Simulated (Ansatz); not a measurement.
Geometry optimisation, RHF/def2-TZVP in Ansatz 0.2.0.

Input file:

```yaml
crystal:
  periodic: [false, false, false]
  atoms:
    - { symbol: "N", position_ang: [-0.531, 1.3433, 0.1436] }
    - { symbol: Ge, position_ang: [0.3088, -0.2263, -0.1559] }
    - { symbol: O, position_ang: [0.2133, -1.2125, 1.3191] }
    - { symbol: F, position_ang: [-0.3833, -1.0818, -1.4762] }
    - { symbol: H, position_ang: [-0.83366, 1.37262, 1.17641] }
    - { symbol: H, position_ang: [0.18987, 2.15619, 0.10676] }
    - { symbol: H, position_ang: [1.8183, 0.0659, -0.5158] }
    - { symbol: H, position_ang: [0.8004, -2.0127, 1.1048] }
basis:
  gaussian: { orbitals: def2-TZVP }
hamiltonian:
  xc: hf
relax:
  f_tol: 0.015
  max_steps: 40
```

Launched with:

```bash
$ ansatz run input.yaml --threads 2 --pin off --max-ram 3072MiB --backend cpu --events-out ev --progress --plain --runs-dir out
```

Q: Where does it end, and by what steps?

A: The run converged. After 16 steps the energy has fallen by 0.727 eV; N1 moved furthest, 0.47 Å.

| step | energy less start (eV) | largest force component (eV/Å) | accepted |
| --- | --- | --- | --- |
| 0 | 0.0000 | 3.071 | yes |
| 1 | -0.5295 | 1.183 | yes |
| 2 | -0.6394 | 0.468 | yes |
| 3 | -0.6681 | 0.295 | yes |
| 4 | -0.6860 | 0.538 | yes |
| 5 | -0.7010 | 0.113 | yes |
| 6 | -0.7019 | 0.175 | yes |
| 7 | -0.7037 | 0.607 | yes |
| 8 | -0.7155 | 0.421 | yes |
| 9 | -0.7230 | 0.227 | yes |
| 10 | -0.7251 | 0.170 | yes |
| 11 | -0.7266 | 0.080 | yes |
| 12 | -0.7273 | 0.020 | yes |
| 13 | -0.7274 | 0.016 | yes |
| 14 | -0.7274 | 0.016 | yes |
| 15 | -0.7274 | 0.056 | no |
| 16 | -0.7274 | 0.003 | yes |

```xyz
8
Properties=species:S:1:pos:R:3
N -0.196 1.370 0.474
Ge 0.546 -0.160 -0.073
O 0.512 -1.247 1.283
F -0.383 -0.966 -1.275
H -1.030 1.337 1.015
H -0.166 2.174 -0.110
H 1.920 0.053 -0.692
H 0.379 -2.157 1.081
```

Time of the run: 49 s on 2 threads of Arm Neoverse V1, on a shared host, peak memory 0.38 GiB.
